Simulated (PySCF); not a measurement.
A structure optimised at PBE-D3(BJ)/def2-SVP, used in a PySCF frequency run:

```
Si
C 1 1.8697
H 2 1.1076 1 110.54
H 2 1.1089 3 108.47 1 -121.02
H 2 1.1089 3 108.47 4 -117.95
C 1 1.8697 2 114.35 3 180.00
H 6 1.1076 1 110.54 2 180.00
H 6 1.1089 7 108.47 1 -121.02
H 6 1.1089 7 108.47 8 -117.95
Cl 1 2.0881 2 108.59 3 58.57
Cl 1 2.0881 2 108.59 3 -58.57
```
Charge 0, spin multiplicity 1.

Task: Write its SMILES, formula and point group.

Result: C[Si](C)(Cl)Cl, C2H6Cl2Si, C2v

Task: What are its rotational constants (standard atomic weights)?

Result: 2.5117, 1.7579, 1.5563 GHz
